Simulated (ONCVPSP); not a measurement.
Cutoff test, zirconium (Zr), ONCV

```json
{
  "Element": "zirconium",
  "Generator": "ONCVPSP 4.0.1",
  "Type": "optimised norm-conserving Vanderbilt (ONCV)",
  "Functional": "PBEsol",
  "Relativity": "fully relativistic",
  "Frozen core": "[Ar] 3d10 4s2",
  "Valence charge": "10",
  "Reference configuration": "4p6 4d2 5s1.5 (charge +0.5)",
  "Partial waves": "5s: rc 3.40 bohr, ncon 3, nbas 6, qcut 2.4 1/bohr, 2 projectors, debl 0.7 Ha; 4p: rc 1.45 bohr, ncon 3, nbas 6, qcut 4.7 1/bohr, 1 projector; 4d: rc 2.10 bohr, ncon 4, nbas 8, qcut 4.7 1/bohr, 2 projectors, debl 1.7 Ha",
  "Local potential": "polynomial inside 1.15 bohr (lpopt 5, dvloc0 1 Ha)",
  "Core correction": "Teter function, fcfact 5.5, rcfact 1.15"
}
```

Open shells are filled in proportion to 2j + 1.

For each optimised wave give the share of its norm inside rc, the residual kinetic energy above qcut (Ha) and the cutoffs (Ha) for errors of 10, 1, 0.1 and 0.01 mHa per electron.

```csv
wave,norm inside rc,residual KE,10 mHa,1 mHa,0.1 mHa,0.01 mHa
5s,0.497,6.4e-05,1.3,2.1,2.8,7.3
s projector 2,0.137,3.8e-04,1.9,2.6,4.3,8.5
4p j=3/2,0.609,2.1e-03,7.1,26.8,59.0,not reached
4p j=1/2,0.634,1.5e-03,7.4,22.4,56.9,not reached
4d j=5/2,0.539,1.6e-03,8.8,12.2,46.7,55.5
d projector 2 j=5/2,0.120,6.1e-03,10.4,14.4,37.0,62.1
4d j=3/2,0.548,1.8e-03,8.9,12.4,47.1,55.9
d projector 2 j=3/2,0.120,6.4e-03,10.4,14.5,37.7,62.4
```

The occupied waves need 27 Ha and 59 Ha for 1 and 0.1 mHa. Note: ghosts flagged at negative energy: s at -154.3 eV; GHOST(+) flagged for s at 44.3 eV. A true bound ghost makes a file unfit for plane-wave use.
